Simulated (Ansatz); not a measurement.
Geometry optimisation, RKS PBE0-D4/6-31G* (Ansatz).

Input:

```yaml
crystal:
  periodic: [false, false, false]
  atoms:
    - { symbol: B, position_ang: [-0.3247, 0.0832, -0.5214] }
    - { symbol: F, position_ang: [1.0114, -0.5964, -1.299] }
    - { symbol: O, position_ang: [-0.392, 1.3872, -0.9102] }
    - { symbol: O, position_ang: [-1.3771, -0.7606, -0.7026] }
    - { symbol: H, position_ang: [0.9058, -0.5911, -0.0983] }
    - { symbol: C, position_ang: [0.4144, -0.225, 1.1553] }
    - { symbol: H, position_ang: [0.4032, 1.9098, -0.8489] }
    - { symbol: H, position_ang: [-1.9658, -0.5121, -1.4143] }
    - { symbol: H, position_ang: [-0.4704, 0.1462, 1.6672] }
    - { symbol: H, position_ang: [0.5459, -1.2445, 1.5123] }
    - { symbol: H, position_ang: [1.2493, 0.4032, 1.46] }
basis:
  gaussian: { orbitals: "6-31G*" }
hamiltonian:
  xc: pbe0
  dispersion: d4
relax:
  f_tol: 0.15
  max_steps: 25
  restrain:
    - { distance: [0, 5], at: 1.6, k: 30.0 }
    - { distance: [4, 1], at: 0.88, k: 30.0 }
    - { distance: [0, 1], at: 2.71, k: 30.0 }
    - { distance: [4, 5], at: 2.37, k: 30.0 }
```

Command:

```bash
$ ansatz run input.yaml --threads 2 --pin off --max-ram 3072MiB --backend cpu --events-out ev --progress --plain --runs-dir out
```

Question: Where does it end, and by what steps?

Answer: It converged. The restraints hold the end off the free minimum. After 18 steps the energy has fallen by 1.408 eV (the restraints' own energy left out); H5 moved furthest, 1.04 Å. Parted: B1–F2. Joined: F2–H5.

```csv
step,energy less start (eV),largest force component (eV/Å),accepted
0,0.0000,1.115,yes
1,-0.0124,3.408,yes
2,-0.2578,4.338,yes
3,-0.4730,2.939,yes
4,-1.0151,1.399,yes
5,-1.1826,0.986,yes
6,-1.2502,0.478,yes
7,-1.2611,0.849,yes
8,-1.2951,0.765,yes
9,-1.3076,0.709,yes
10,-1.3473,0.555,no
11,-1.3277,0.595,yes
12,-1.3521,0.395,yes
13,-1.3744,0.619,yes
14,-1.3827,0.850,yes
15,-1.3991,1.303,yes
16,-1.4001,1.464,yes
17,-1.4100,0.845,no
18,-1.4082,1.270,yes
```

```xyz
11
Properties=species:S:1:pos:R:3
B -0.530 0.291 -0.183
F 1.583 -1.175 -1.051
O -0.763 1.522 -0.720
O -1.048 -0.795 -0.850
H 0.700 -1.309 -0.825
C 0.306 -0.006 1.133
H -0.342 2.225 -0.214
H -1.455 -0.527 -1.686
H -0.082 0.562 1.989
H 0.276 -1.064 1.407
H 1.355 0.276 1.001
```

Whether the end is a true minimum wasn't checked by a vibrational analysis.

The run took 2.1 min on 2 threads of Intel(R) Xeon(R) Processor @ 2.50GHz (Skylake/Cascade Lake) (shared host), peak memory 0.18 GiB.
